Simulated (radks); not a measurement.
Question: Valence configurations of neutral oxygen (all share [He]). Method: non-relativistic Kohn-Sham, r2SCAN, spin-polarised, spherical densities, point nucleus; open shells are filled with parallel spins first; meta-GGA in the generalised Kohn-Sham scheme; computed with a radial shooting solver on a logarithmic mesh with Libxc functionals. Order these by energy: 2s1.5 2p4.5; 2s2 2p4; 2s1 2p5; 2p6; 2s0.5 2p5.5.

Answer: From the lowest, in eV above it: 2s2 2p4 0.000; 2s1.5 2p4.5 7.916; 2s1 2p5 15.686; 2s0.5 2p5.5 25.407; 2p6 33.959. NIST lists [He] 2s2 2p4 as the ground configuration; this level of theory agrees among the configurations tried. The energies are those of spherical high-spin densities, not of single terms.
